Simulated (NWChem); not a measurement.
System: C3H4N2, triplet; SMILES of the neutral closed-shell parent c1[nH]ncc1

Here is an NWChem input.

```
start job
memory heap 200 mb stack 900 mb global 1100 mb
geometry units angstroms noautosym nocenter noautoz
  C     -0.600825     1.063718     0.087075
  C      0.739057     0.898319     0.003380
  N      1.099954    -0.434199    -0.123537
  N     -0.027116    -1.145912     0.194919
  C     -1.166874    -0.310419    -0.043137
  H     -1.167614     1.989278     0.166691
  H      1.527751     1.651484    -0.000518
  H     -0.024706    -2.078262    -0.206544
  H     -1.803512    -0.553479    -0.914432
end
basis spherical
  * library def2-svp
end
dft
  odft
  mult 3
  xc m06-2x
  iterations 150
end
cosmo
  do_cosmo_smd true
  solvent water
end
task dft energy
```

Output (shortened):

```
             Northwest Computational Chemistry Package (NWChem) 7.3.0
             --------------------------------------------------------

                             Geometry "geometry" -> ""
                             -------------------------

 Output coordinates in angstroms (scale by  1.889725989 to convert to a.u.)

  No.       Tag          Charge          X              Y              Z
 ---- ---------------- ---------- -------------- -------------- --------------
    1 C                    6.0000    -0.60082500     1.06371800     0.08707500
    2 C                    6.0000     0.73905700     0.89831900     0.00338000
    3 N                    7.0000     1.09995400    -0.43419900    -0.12353700
    4 N                    7.0000    -0.02711600    -1.14591200     0.19491900
    5 C                    6.0000    -1.16687400    -0.31041900    -0.04313700
    6 H                    1.0000    -1.16761400     1.98927800     0.16669100
    7 H                    1.0000     1.52775100     1.65148400    -0.00051800
    8 H                    1.0000    -0.02470600    -2.07826200    -0.20654400
    9 H                    1.0000    -1.80351200    -0.55347900    -0.91443200

 Effective nuclear repulsion energy (a.u.)     159.5784871094

                                 NWChem DFT Module
                                 -----------------

 Summary of "ao basis" -> "ao basis" (spherical)
 ------------------------------------------------------------------------------
       Tag                 Description            Shells   Functions and Types
 ---------------- ------------------------------  ------  ---------------------
 C                          def2-svp                 6       14   3s2p1d
 N                          def2-svp                 6       14   3s2p1d
 H                          def2-svp                 3        5   2s1p

 in cosmo_initialize ...
 calling solv_data for solv:h2o

 solvent parameters
 solvname_short: h2o
 solvname_long:  water
 dielec:       78.4000
 dielecinf:     1.7769
 aqueous SMD model solvent descriptors
 dielec:       78.4000
 sola:          0.8200

          ---------------
          -cosmo- solvent
          ---------------
 Cosmo: York-Karplus, doi: 10.1021/jp992097l
 dielectric constant -eps-     =  78.40
 screen = (eps-1)/(eps    )    =   0.98724
 surface charge correction     = lagrangian

   van der Waals surface
 --------------------------

 ---------- ATOMIC COORDINATES (A.U.) ------------ VDWR(ANG.) --
     1   -1.13539462    2.01013555    0.16454789     1.850
     2    1.39661522    1.69757676    0.00638727     1.850
     3    2.07861166   -0.82051713   -0.23345108     1.890
     4   -0.05124181   -2.16545969    0.36834350     1.890
     5   -2.20507212   -0.58660685   -0.08151711     1.850
     6   -2.20647052    3.75919034    0.31500031     1.200
     7    2.88703077    3.12085223   -0.00097888     1.200
     8   -0.04668757   -3.92734571   -0.39031156     1.200
     9   -3.40814350   -1.04592365   -1.72802592     1.200
 number of segments per atom =        128
 number of   points per atom =        128
 atom (   nspa,  nppa )
 ----------------------
    1 (     51,     0 )       0
    2 (     53,     0 )       0
    3 (     64,     0 )       0
    4 (     50,     0 )       0
    5 (     51,     0 )       0
    6 (     55,     0 )       0
    7 (     56,     0 )       0
    8 (     46,     0 )       0
    9 (     57,     0 )       0
 number of -cosmo- surface points =      483
 molecular surface =    100.464 angstrom**2
 molecular volume  =     74.810 angstrom**3
 -lineq- algorithm             =   0
 -bem- low  level              =   3
 -bem- from -octahedral-
 gaussian surface charge width =   4.50000
 degree of switching           =   1.00000
 switching function tolerance  =   0.00010
 atomic radii =
 --------------
    1  6.000  1.850
    2  6.000  1.850
    3  7.000  1.890
    4  7.000  1.890
    5  6.000  1.850
    6  1.000  1.200
    7  1.000  1.200
    8  1.000  1.200
    9  1.000  1.200
 ...... end of -cosmo- initialization ......

 nat:                     9
 ixmem:                  4523
 calling mnsol_interface()
 G(SMD-CDS) energy (kcal/mol)  =     2.166
 SMD-CDS SASA (angstrom**2)    =   120.628

[...]

                                COSMO-SMD solvation results
                                ---------------------------

             internal energy in gas <Psi(g)|H|Psi(g)> =      -225.788346813746
         internal energy in solvent <Psi(s)|H|Psi(s)> =      -225.786620401108
                               delta internal energy  =         0.001726412638 (    1.08 kcal/mol)
   total free energy in solvent <Psi(s)|H+V/2|Psi(s)> =      -225.799095950693
 polarization energy contribution <Psi(s)|V/2|Psi(s)> =        -0.012475549585 (   -7.83 kcal/mol)
    total free energy in solvent including G(SMD-CDS) =      -225.795643435436
                       G(SMD-CDS) energy contribution =         0.003452515257 (    2.17 kcal/mol)
     1 M fixed-concentration free energy of solvation =        -0.007296621690 (   -4.58 kcal/mol)

                    DFT Final Alpha Molecular Orbital Analysis
                    ------------------------------------------

 Vector   17  Occ=1.000000D+00  E=-3.575514D-01
              MO Center=  3.9D-02,  1.2D-01,  1.5D-01, r^2= 2.3D+00
   Bfn.  Coefficient  Atom+Function         Bfn.  Coefficient  Atom+Function
  ----- ------------  ---------------      ----- ------------  ---------------
    48      0.391311  4 N  pz                 6      0.324367  1 C  pz
    20      0.323935  2 C  pz                51     -0.312261  4 N  pz
     9      0.220640  1 C  pz                23      0.209821  2 C  pz
    44     -0.117887  4 N  s                 45     -0.106029  4 N  s
    81      0.087577  8 H  s                 34     -0.067725  3 N  pz

 Vector   18  Occ=1.000000D+00  E=-3.366896D-01
              MO Center= -2.6D-01, -2.4D-01,  4.5D-02, r^2= 2.5D+00
   Bfn.  Coefficient  Atom+Function         Bfn.  Coefficient  Atom+Function
  ----- ------------  ---------------      ----- ------------  ---------------
    60      0.333505  5 C  px                62     -0.303337  5 C  pz
    34     -0.290971  3 N  pz                32     -0.286312  3 N  px
    37      0.229707  3 N  pz                65     -0.227214  5 C  pz
    63      0.212621  5 C  px                35      0.208486  3 N  px
     6     -0.181154  1 C  pz                 9     -0.132126  1 C  pz

 Vector   19  Occ=1.000000D+00  E=-2.001371D-01
              MO Center= -2.9D-01, -2.3D-01,  7.5D-02, r^2= 2.6D+00
   Bfn.  Coefficient  Atom+Function         Bfn.  Coefficient  Atom+Function
  ----- ------------  ---------------      ----- ------------  ---------------
    34      0.344318  3 N  pz                37     -0.331684  3 N  pz
    51      0.321443  4 N  pz                48     -0.316792  4 N  pz
    62     -0.314377  5 C  pz                 9      0.277523  1 C  pz
    65     -0.278213  5 C  pz                 6      0.264026  1 C  pz
    63      0.230123  5 C  px                86      0.167314  9 H  s

 Vector   20  Occ=0.000000D+00  E= 6.514101D-02
              MO Center=  2.0D-01,  7.4D-01,  1.0D-02, r^2= 2.5D+00
   Bfn.  Coefficient  Atom+Function         Bfn.  Coefficient  Atom+Function
  ----- ------------  ---------------      ----- ------------  ---------------
    23      0.720365  2 C  pz                 9     -0.603920  1 C  pz
    20      0.447538  2 C  pz                 6     -0.355049  1 C  pz
    37     -0.300369  3 N  pz                34      0.234737  3 N  pz
    87     -0.232732  9 H  s                 31      0.193615  3 N  s
    59      0.164334  5 C  s                 63     -0.163272  5 C  px

 Vector   21  Occ=0.000000D+00  E= 1.187924D-01
              MO Center= -3.8D-01, -1.3D+00, -4.6D-01, r^2= 5.9D+00
   Bfn.  Coefficient  Atom+Function         Bfn.  Coefficient  Atom+Function
  ----- ------------  ---------------      ----- ------------  ---------------
    82      1.262073  8 H  s                 45     -1.021187  4 N  s
    87      0.867737  9 H  s                 77      0.576871  7 H  s
    59     -0.555508  5 C  s                 72      0.548842  6 H  s
     3     -0.393451  1 C  s                 65      0.394607  5 C  pz
    50      0.322389  4 N  py                63      0.263535  5 C  px

 Vector   22  Occ=0.000000D+00  E= 1.518169D-01
              MO Center=  6.4D-02,  1.6D+00, -9.6D-03, r^2= 7.0D+00
   Bfn.  Coefficient  Atom+Function         Bfn.  Coefficient  Atom+Function
  ----- ------------  ---------------      ----- ------------  ---------------
    72      1.538996  6 H  s                 77      1.478946  7 H  s
    17     -1.149930  2 C  s                  3     -0.999845  1 C  s
    82     -0.585136  8 H  s                  8     -0.530697  1 C  py
     7      0.502596  1 C  px                45      0.487757  4 N  s
    21     -0.470363  2 C  px                87     -0.431862  9 H  s

                     DFT Final Beta Molecular Orbital Analysis
                     -----------------------------------------

 Vector   15  Occ=1.000000D+00  E=-4.269837D-01
              MO Center= -1.3D-01,  1.6D-03, -9.3D-02, r^2= 2.8D+00
   Bfn.  Coefficient  Atom+Function         Bfn.  Coefficient  Atom+Function
  ----- ------------  ---------------      ----- ------------  ---------------
    86     -0.230456  9 H  s                 34      0.220079  3 N  pz
    48      0.218483  4 N  pz                60      0.210139  5 C  px
    20     -0.188657  2 C  pz                61      0.182984  5 C  py
    51     -0.166929  4 N  pz                76      0.164035  7 H  s
     5     -0.160866  1 C  py                 4     -0.153819  1 C  px

[...]
```

Level: M06-2X/def2-SVP, spin-unrestricted, SMD on the gas-phase geometry. The geometry was optimised at PBE0/def2-SVP, spin-unrestricted. The spin multiplicity was typed, not searched, and may not be the lowest. No stability test was run on the SCF state. Solvent: water.
